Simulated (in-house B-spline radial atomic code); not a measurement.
Settings and results of a run for the manganese ion Mn⁵⁺. Computed with an all-electron radial atomic-structure program (B-spline basis): non-relativistic PBEsol, spin-polarised, spherical fractional occupations, point nucleus.

Command:
```bash
python run_scf.py task.json out
```
Settings:
```
Z                25
configuration    [Ar] 3d2
hamiltonian      nr
method           pbesol
spin_polarised   True
```

Output (hartree, bohr):
```
 radial grid: 45 intervals, B-splines of order 8, outer radius 12.1053 bohr

 iter        energy (Eh)    residual
    1       -1132.639537    7.22e-01
    2       -1140.517298    3.90e-01
    3       -1142.690833    1.07e-01
    4       -1142.894829    2.80e-02
    5       -1142.905697    1.51e-02
    6       -1142.909925    8.46e-04
    7       -1142.909934    2.37e-05
    8       -1142.909934    1.01e-06
    9       -1142.909934    9.52e-08

 total energy                     -1142.90993
 kinetic                            1142.0096
 electron-nucleus                  -2655.5672
 Hartree                             418.6791
 exchange-correlation                -48.0314

 orbital      occ     eigenvalue          <r>       <r^2>       <1/r>       r_max
 1s up      1.000      -237.0821    0.0616134  0.00509108     24.4999     0.04056
 1s down    1.000      -237.0822    0.0616131  0.00509101        24.5     0.04056
 2s up      1.000       -30.0952     0.282755   0.0943326     5.21464      0.2355
 2s down    1.000       -30.0451     0.282411   0.0940909     5.22135      0.2354
 2p up      3.000       -26.2515     0.248531   0.0758864     5.16418      0.1897
 2p down    3.000       -26.2138     0.248157   0.0756367     5.17019      0.1895
 3s up      1.000        -6.0426     0.827524    0.784655     1.70616      0.7315
 3s down    1.000        -5.9385     0.829722    0.789016     1.69986      0.7323
 3p up      3.000        -4.9175     0.852477     0.84578      1.6053       0.736
 3p down    3.000        -4.8147     0.855832    0.852857     1.59782      0.7374
 3d up      2.000        -3.0901     0.900186    0.980201     1.38415      0.6913
```

Time taken, with all properties: 0.1 s on 1 thread of Intel(R) Xeon(R) Platinum 8375C CPU @ 2.90GHz, with other jobs on the host.
